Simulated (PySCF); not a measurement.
C5H7Cl, SMILES C#C[C@@H](C)CCl. Coordinates come from a PBE-D3(BJ)/def2-SVP optimisation. The structure was generated by enumeration; whether it is a known compound was not checked. Other conformers were not sampled.

Level of theory: PBE-D3(BJ)/def2-SVP (PySCF 2.14.0).

Harmonic wavenumbers (cm⁻¹): 101, 137, 204, 236, 283, 369, 479, 513, 645, 657, 739, 805, 859, 918, 1023, 1063, 1099, 1173, 1213, 1284, 1286, 1335, 1401, 1418, 1422, 2162, 2961, 2983, 3016, 3078, 3089, 3091, 3408. Rotational constants (GHz): 6.470, 1.427, 1.221; symmetry number 1.

Work out the zero-point energy and the ideal-gas rigid-rotor harmonic-oscillator thermochemistry at 298.15 K and 1 atm.

ZPE = ½ Σ hcν = ½ × 44449 cm⁻¹ = 265.87 kJ/mol. H − E(el) = 287.42 kJ/mol. Entropy in J/(mol K): translation 166.50, rotation 116.09, vibration 67.35, total 349.94. G − E(el) = 183.08 kJ/mol. Cp = 115.47 J/(mol K). Modes under 150 cm⁻¹ make the vibrational entropy uncertain.
